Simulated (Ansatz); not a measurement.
System: C₂H₆Br₂GeO₂, net charge 0, singlet state. SMILES: C[O][Ge]([Br])([Br])[O]C
Coordinates optimised at B3LYP-D3(BJ)/def2-TZVP (Ansatz, a first-principles code):
```
Ge
O 1 1.7526
C 2 1.4314 1 119.57
H 3 1.0891 2 106.59 1 -179.51
H 3 1.0920 4 109.28 2 120.34
H 3 1.0930 4 108.96 5 119.46
O 1 1.7607 2 107.66 3 -59.76
C 7 1.4267 1 121.10 2 178.54
H 8 1.0893 7 106.88 1 -179.05
H 8 1.0930 9 109.03 7 -120.51
H 8 1.0931 9 108.98 10 -119.15
Br 1 2.2957 2 107.44 3 -179.95
Br 1 2.3200 2 111.23 3 59.29
```

Wanted: atomisation energy (electronic, to ground-state atoms), in eV. Cores are frozen in the correlated levels unless marked. Open shells are spin-unrestricted. No spin-orbit coupling. The frozen core is the preceding noble-gas configuration, with the filled d and f shells of earlier blocks. Non-relativistic. The coupled-cluster limit lacks core correlation, which all-electron functionals hold. CBS marks a two-point X^-3 extrapolation of the correlation energy; Hartree-Fock from the larger set. [CCSD(T)-MP2]/basis is that difference in the basis named.

| level | program | atomisation energy (eV) | minus last row |
|---|---|---|---|
| HF/aug-cc-pVDZ | Ansatz | 33.20 | -15.15 |
| PBE/def2-TZVPD | Ansatz | 48.81 | 0.46 |
| BLYP-D3(BJ)/def2-TZVPD | Ansatz + dftd3 | 47.87 | -0.48 |
| BLYP/def2-TZVPD | Ansatz | 47.06 | -1.29 |
| revPBE/def2-TZVPD | Ansatz | 46.76 | -1.59 |
| B3LYP-D4/def2-TZVPD | Ansatz + dftd4 | 47.85 | -0.50 |
| PBE0-D4/def2-TZVP | Ansatz + dftd4 | 48.12 | -0.23 |
| BHLYP/def2-TZVPD | Ansatz | 45.73 | -2.62 |
| r2SCAN0-D4/def2-TZVPD | Ansatz + dftd4 | 47.44 | -0.91 |
| HSE06-D4/def2-TZVPD | Ansatz + dftd4 | 48.19 | -0.16 |
| HSE06/def2-TZVPD | Ansatz | 47.85 | -0.50 |
| CAM-B3LYP-D3(BJ)/def2-TZVPD | Ansatz + dftd3 | 48.05 | -0.30 |
| LC-wPBE-D4/def2-TZVPD | Ansatz + dftd4 | 48.11 | -0.24 |
| B2PLYP-D3(BJ)/def2-TZVPD | Ansatz + dftd3 | 47.69 | -0.66 |
| MP2/STO-3G | Ansatz | 46.56 | -1.79 |
| MP2/6-31G | Ansatz | 39.73 | -8.62 |
| SCS-MP2/cc-pVTZ | Ansatz | 47.45 | -0.90 |
| CCSD/6-31G | Ansatz | 39.21 | -9.14 |
| CCSD(T)/cc-pVQZ | Ansatz | 47.76 | -0.59 |
| RI-MP2/CBS(cc-pVTZ,cc-pVQZ)+[CCSD(T)-MP2]/cc-pVQZ | Ansatz | 48.35 | 0.00 |
| CCSD(T)/CBS(cc-pVTZ,cc-pVQZ) | Ansatz | 48.35 | 0.00 |
